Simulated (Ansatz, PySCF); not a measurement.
Gas-phase reaction R1 + R2 → P1 + P2, each structure at its B3LYP-D3(BJ)/def2-TZVP stationary point, reached from a drawn start (curvature not checked).
R1, C2H6Zn (SMILES [CH3][Zn][CH3]) (charge 0, multiplicity 1):
```xyz
9

C      1.95434    -0.08662     0.03779
Zn     0.00017     0.00236    -0.00418
C     -1.95431     0.08727    -0.03899
H      2.33872    -0.66005    -0.80859
H      2.39326     0.91259    -0.00561
H      2.30163    -0.56702     0.95508
H     -2.37884    -0.36580     0.85952
H     -2.35424    -0.44463    -0.90506
H     -2.30085     1.12180    -0.08995
```
P1, CH4 (SMILES C) (charge 0, multiplicity 1, Z-matrix in Å and degrees):
```
C
H 1 1.0892
H 1 1.0892 2 109.47
H 1 1.0892 2 109.47 3 -120.00
H 1 1.0892 2 109.47 4 -120.00
```
R2, H2S (SMILES S) (charge 0, multiplicity 1):
```xyz
3

S      0.000     0.000     0.619
H      0.000     0.970    -0.309
H      0.000    -0.970    -0.309
```
P2: CH4SZn (SMILES [CH3][Zn][SH]), charge 0, multiplicity 1.

P less R. No zero-point or thermal terms; no spin–orbit coupling.

Frozen-core correlation throughout. CBS: X⁻³ extrapolation of the correlation energy, Hartree–Fock from the larger set.

Codes used: Ansatz (Gaussian orbitals); PySCF for the D3/D4 terms. Each number belongs to the level named beside it.

PBE/def2-TZVPP gives -119.8 kJ/mol for the reaction energy.

Question: Where do these levels fall relative to PBE: PBE-D3(BJ)/def2-TZVPP, r2SCAN/def2-TZVPP, B3LYP/def2-TZVPP, wB97M-V/def2-TZVPP, B2PLYP/def2-TZVPP, MP2/CBS(def2-TZVPP, def2-QZVPP), CCSD(T)/CBS(def2-TZVPP, def2-QZVPP).

Answer: PBE-D3(BJ)/def2-TZVPP -0.1; r2SCAN/def2-TZVPP -6.2; B3LYP/def2-TZVPP -3.9; wB97M-V/def2-TZVPP -1.6; B2PLYP/def2-TZVPP -3.6; MP2/CBS(def2-TZVPP, def2-QZVPP) -5.6; CCSD(T)/CBS(def2-TZVPP, def2-QZVPP) -6.2 kJ/mol. 0 of 7 lie above PBE; the widest gap is to r2SCAN/def2-TZVPP.

Ansatz is a first-principles code.
